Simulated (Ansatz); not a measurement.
C10H22N2Sn⁺, that is SnMe2(pyrrolidide)2 with one electron fewer. The state is a doublet with charge 1. Geometry r2SCAN-D4/def2-SVP; atoms count from 1.

```xyz
35

Sn    0.102    0.572    1.716
C    -1.287    2.067    2.317
H    -1.947    1.664    3.099
H    -1.891    2.377    1.451
H    -0.743    2.936    2.715
C     1.617   -0.357    2.886
H     2.323    0.405    3.247
H     2.155   -1.092    2.271
H     1.162   -0.863    3.749
N     0.976    1.170   -0.088
C     0.299    2.000   -1.083
C     0.908    1.590   -2.427
C     2.326    1.176   -2.031
C     2.095    0.462   -0.697
H     0.496    3.070   -0.860
H    -0.800    1.879   -1.040
H     0.874    2.397   -3.172
H     0.358    0.726   -2.840
H     2.824    0.536   -2.773
H     2.958    2.066   -1.874
H     1.832   -0.608   -0.875
H     2.973    0.458   -0.027
N    -0.953   -0.947    0.738
C    -0.341   -2.213    0.359
C    -1.428   -2.951   -0.427
C    -2.160   -1.802   -1.122
C    -2.170   -0.720   -0.040
H     0.027   -2.758    1.247
H     0.550   -2.039   -0.291
H    -2.104   -3.472    0.271
H    -1.016   -3.698   -1.120
H    -1.583   -1.454   -1.997
H    -3.169   -2.066   -1.469
H    -2.213    0.310   -0.443
H    -3.052   -0.823    0.627
```

In the def2 sets Sn takes a core potential; there is no spin–orbit coupling. Single mean-field runs in def2-TZVP are fitted with def2-universal-jkfit.

Estimate the Mulliken populations of the heavy atoms from the PBE0/def2-TZVP orbitals of Ansatz.


```json
{"atom": "Sn1", "charge (e)": "0.92", "spin (α − β)": "-0.07"}
{"atom": "C2", "charge (e)": "-0.57", "spin (α − β)": "0.00"}
{"atom": "C6", "charge (e)": "-0.61", "spin (α − β)": "0.00"}
{"atom": "N10", "charge (e)": "-0.25", "spin (α − β)": "0.46"}
{"atom": "C11", "charge (e)": "-0.18", "spin (α − β)": "-0.02"}
{"atom": "C12", "charge (e)": "-0.19", "spin (α − β)": "0.00"}
{"atom": "C13", "charge (e)": "-0.21", "spin (α − β)": "0.01"}
{"atom": "C14", "charge (e)": "-0.17", "spin (α − β)": "-0.02"}
{"atom": "N23", "charge (e)": "-0.25", "spin (α − β)": "0.47"}
{"atom": "C24", "charge (e)": "-0.18", "spin (α − β)": "-0.02"}
{"atom": "C25", "charge (e)": "-0.21", "spin (α − β)": "0.01"}
{"atom": "C26", "charge (e)": "-0.19", "spin (α − β)": "0.00"}
{"atom": "C27", "charge (e)": "-0.18", "spin (α − β)": "-0.02"}
```
Mulliken values depend strongly on the basis.

Where does the spin sit?

Summed by element: Sn -0.07, C -0.07, H 0.20, N 0.93, of 1 unpaired in all. Largest on single atoms: N23 0.47, N10 0.46, Sn1 -0.07.

And the Mayer bond orders between heavy atoms (over 0.3)?

Sn1–C2 0.98 (2.13 Å); Sn1–C6 0.96 (2.13 Å); Sn1–N10 0.73 (2.09 Å); Sn1–N23 0.73 (2.09 Å); N10–C11 0.95 (1.46 Å); N10–C14 0.96 (1.46 Å); C11–C12 1.02 (1.53 Å); C12–C13 1.00 (1.53 Å); C13–C14 1.02 (1.53 Å); N23–C24 0.96 (1.46 Å); N23–C27 0.95 (1.46 Å); C24–C25 1.02 (1.53 Å); C25–C26 1.00 (1.53 Å); C26–C27 1.02 (1.53 Å).
